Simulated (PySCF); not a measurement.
Species: C6H10P2S.
Bonds: C1–P2, P2–C3, C3–P4, P2–C5, C5–C6 (aromatic), C6–C7 (aromatic), C7–S8 (aromatic), S8–C9 (aromatic), C5–C9 (aromatic). Hydrogens: H10, H11, H12 on C1; H13, H14 on C3; H15, H16 on P4; H17 on C6; H18 on C7; H19 on C9.

NICS is the negative of the GIAO shielding at a point without a nucleus: at the ring centre (0) and 1 Å above and below it (1); zz is the component along the ring normal. Level: GIAO PBE0/pcSseg-1 (PySCF, non-relativistic, gas phase) on the GFN2-xTB geometry, one conformer.

Ring bond lengths (Å), with Mayer bond orders in brackets: C5–C6 1.422 (1.20), C6–C7 1.354 (1.61), C7–S8 1.721 (1.17), S8–C9 1.716 (1.19), C9–C5 1.363 (1.58).

Problem. What do the NICS probes read (ppm)?

Solution. 
| ring | type | NICS(0) | NICS(1), two faces | NICS(1)zz, two faces | rms pucker (Å) | centre to ring atoms, mean (Å) |
| --- | --- | --- | --- | --- | --- | --- |
| C5–C6–C7–S8–C9 | 5-membered ring with S; formal bonds all aromatic | -11.9 | -11.2 / -11.2 | -26.5 / -26.9 | 0.00 | 1.28 |

Problem. What do they say, and how far can they be read as aromaticity?

Solution. 
- C5–C6–C7–S8–C9: mean NICS(1)zz -26.7 ppm, shielded, aromatic by this magnetic criterion (flat ring, no four-coordinate atom).

Problem. How equal are the bonds by HOMA? Use HOMA with the parameters of Krygowski (1993).

Solution. 
- C5–C6–C7–S8–C9: HOMA 0.78; the largest term is that of C6–C7, α(R − Ropt)² = 0.31. The geometric and the magnetic index point the same way.

Problem. How shielded are the nuclei of the rings and their hydrogens (means over atoms taken as equivalent)?

Solution. 
```json
{"atoms": "C5", "environment": "substituted aromatic carbon", "σ isotropic (ppm)": "41.9"}
{"atoms": "C6", "environment": "aromatic CH carbon", "σ isotropic (ppm)": "57.4"}
{"atoms": "C7", "environment": "aromatic CH next to a ring sulfur", "σ isotropic (ppm)": "50.2"}
{"atoms": "S8", "environment": "thiophene-type sulfur", "σ isotropic (ppm)": "267.6"}
{"atoms": "C9", "environment": "aromatic CH next to a ring sulfur", "σ isotropic (ppm)": "42.4"}
{"atoms": "H17", "environment": "aromatic hydrogen", "σ isotropic (ppm)": "24.32"}
{"atoms": "H18", "environment": "aromatic hydrogen", "σ isotropic (ppm)": "24.35"}
{"atoms": "H19", "environment": "aromatic hydrogen", "σ isotropic (ppm)": "24.11"}
```

Shape of the structure used: `[CH3:1][P:2]([CH2:3][PH2:4])[c:5]1[cH:6][cH:7][s:8][cH:9]1`: C1–P2–C3–P4 -176°, C1–P2–C5–C6 41°, H–P4–C3–P2 -42°, H–P4–C3–P2 50°.
